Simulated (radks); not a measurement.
Excited configurations of Cu II: one electron is placed in a higher orbital outside [Ar] 3d9. The ground configuration is [Ar] 3d10. Method: scalar-relativistic Kohn-Sham, PBE, spin-polarised, spherical densities, point nucleus; open shells are filled with parallel spins first; computed with a radial shooting solver on a logarithmic mesh with Libxc functionals. Excitation = E - E(ground); binding = E(ion) - E, where the ion is the core of charge +2; n* = 2/sqrt(2 binding) in atomic units, and the quantum defect is n - n*.

| outer orbital | excitation (eV) | binding (eV) | quantum defect | <r> (bohr) |
|---|---|---|---|---|
| 4s | 2.773 | 18.297 | 2.275 | 2.447 |
| 4p | 8.861 | 12.209 | 1.889 | 3.098 |
| 4d | 14.931 | 6.139 | 1.023 | 5.359 |
| 4f | 17.485 | 3.585 | 0.104 | 8.633 |
| 5s | 13.606 | 7.464 | 2.300 | 5.732 |
| 5p | 15.234 | 5.836 | 1.946 | 6.905 |
| 5f | 18.664 | 2.407 | 0.244 | 14.81 |
| 6s | 16.949 | 4.122 | 2.366 | 10.38 |
| 6p | 17.629 | 3.441 | 2.023 | 12.03 |
| 6d | 18.635 | 2.435 | 1.273 | 16.35 |
| 6f | 19.351 | 1.719 | 0.374 | 22.30 |
| 7d | 19.346 | 1.724 | 1.382 | 23.88 |

The Delta-SCF ionisation energy is 21.070 eV (NIST Atomic Spectra Database: 20.292 eV, measured). Self-interaction in the functional shifts the binding energies and quantum defects, so they are the method's values and not measured ones. Open shells are spherical and high-spin; term and fine-structure splittings are not resolved.
